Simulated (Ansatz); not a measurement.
`BC=C(N)C=N`, charge 0, multiplicity 1.

Give a relaxed structure at PBE0-D4/def2-TZVP (the Gaussian-basis code of Ansatz). (An estimate is asked.)

Ansatz gave: 
Z-matrix (Å, degrees):
```
B
C 1 1.500
H 1 1.197 2 121.5
H 1 1.206 2 121.2 3 -179.7
C 2 1.372 1 124.7 3 -179.7
H 2 1.086 1 120.4 3 -0.5
C 5 1.490 2 122.4 1 -176.9
N 5 1.345 2 124.7 1 4.5
N 7 1.260 5 127.3 2 20.2
H 7 1.096 5 115.3 2 -160.9
H 8 1.003 5 120.7 2 -170.0
H 8 1.006 5 119.2 2 -5.1
H 9 1.023 7 110.7 5 -0.3
```
This is one stationary point; other conformers may exist.
